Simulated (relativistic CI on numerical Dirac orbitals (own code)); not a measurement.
Sensitivity of the levels of Pb46+ to α and to the nuclear radius

Computed by Dirac-Coulomb-Breit CI, separate exchange-only KLI orbitals for each configuration, derivatives by finite differences, unscaled Slater integrals, QED left out (own radial code, finite nucleus).

Configuration list (outside the closed core [Ar] 3d10): 4s²4p⁶, 4s²4p⁵4d, 4s4p⁶4d, 4s²4p⁵4f, 4s4p⁶4f, 4p⁶4d², 4p⁵4d³, 4p⁵4d²4f. Double excitations out of closed p, d and f shells are left out; levels of such configurations are missing from the list, as are those of other unlisted configurations, and high levels can miss mixing partners.

With x = (α/α₀)² − 1 an excitation energy changes as ω = ω₀ + qx; K = 2q/ω₀ is the relative enhancement. Terms are leading LS components, so labels can repeat. The field-shift factor is F = δν/δ⟨r²⟩ for the transition from the lowest level.

Lowest level 4s²4p⁶ ¹S0.

| Level | ω₀ (cm⁻¹) | q (cm⁻¹) | K | F (GHz/fm²) |
| --- | --- | --- | --- | --- |
| 4s²4p⁵4d ³P°0 | 1430558 | 75900 | 0.106 | 19.9 |
| 4s²4p⁵4d ³P°1 | 1479056 | 89770 | 0.121 | 20.7 |
| 4s²4p⁵4d ³F°3 | 1502400 | 77750 | 0.103 | 18.1 |
| 4s²4p⁵4d ³D°2 | 1516482 | 78760 | 0.104 | 19.8 |
| 4s²4p⁵4d ³F°4 | 1737845 | 354500 | 0.408 | 28.1 |
| 4s²4p⁵4d ¹D°2 | 1762255 | 355900 | 0.404 | 30.9 |
| 4s²4p⁵4d ³D°3 | 1813746 | 354300 | 0.391 | 32.1 |
| 4s²4p⁵4d ¹P°1 | 1974336 | 390600 | 0.396 | 19.5 |
| 4s²4p⁵4d ³F°2 | 2776864 | 1.728e+06 | 1.24 | -384 |
| 4s²4p⁵4d ¹P°1 | 2975663 | 1.696e+06 | 1.14 | -367 |
| 4s²4p⁵4d ³P°2 | 3054712 | 2.007e+06 | 1.31 | -369 |
| 4s²4p⁵4d ³F°3 | 3078577 | 2.009e+06 | 1.31 | -372 |
| 4s²4p⁵4f ³D1 | 3484779 | 512100 | 0.294 | -415 |

At this charge energies of transitions that change n are usually good to better than 1 %, and those within a shell (Δn = 0) to a few per cent.
